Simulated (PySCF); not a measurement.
# Ionisation energy of Bi⁴⁷⁺ by level of theory

Bi⁴⁷⁺ [Kr] → Bi⁴⁸⁺ [Ar] 3d10 4s2 4p5 [4p1/2^2 4p3/2^3, M_J = 3/2], as a difference of total energies. All numbers are calculated (PySCF 2.14, the two-component X2C-1e Hamiltonian, in an uncontracted even-tempered set (16 s from 6.6 bohr⁻², ratio 2.8; 14 p from 8.5 bohr⁻², ratio 2.8; 8 d from 15 bohr⁻², ratio 2.8; 4 f from 40 bohr⁻², ratio 3)). Correlated levels: [Ne] frozen; the 78 highest virtual spinors dropped. "Screened" scales the spin-orbit matrix elements by Boettger's factors to mimic the two-electron term; Breit and QED terms are absent.

```csv
method,ionisation energy (eV)
GHF (spin-free),2682.9
GMP2 (spin-free),2684.3
GHF (screened spin-orbit),2633.1
GMP2 (screened spin-orbit),2634.6
```

Breit and QED terms and the two-electron picture change are absent.

The spin-free rows lack the spin-orbit shift.

For comparison: 2641 ± 4 eV (theoretical estimate listed by NIST; NIST Atomic Spectra Database, ionization energies).
